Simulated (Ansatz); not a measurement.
Computed with Ansatz on PBE0-D4/def2-TZVP structures; ΔE is electronic, products minus reactants. CBS: MP2 limit from def2 TZ/QZ plus the TZ coupled-cluster correction, frozen cores. This one scheme is used for every species. One conformer a species, not always the lowest.

`C[SiH2]O` + `S=CCCS` → `C[SiH2]CC=S` + `OCS`  (formal exchange of groups at the Si–O bond)

| species | SCS-MP2/def2-QZVPP energy (Eh) |
| --- | --- |
| `C[SiH2]O` | -405.89301 |
| `S=CCCS` | -913.14437 |
| `C[SiH2]CC=S` | -805.68579 |
| `OCS` | -513.29636 |

Problem. Work out ΔE.

Solution. ΔE = (-805.68579) + (-513.29636) − (-405.89301) − (-913.14437) = 0.05523 Eh = +34.7 kcal/mol. CCSD(T)/CBS gives +33.3 kcal/mol.

Largest T1 diagnostic among the species: 0.015.

From PBE to PBE0 (25 % exact exchange), in def2-TZVPP and without D4, ΔE moves by +1.7 kcal/mol.
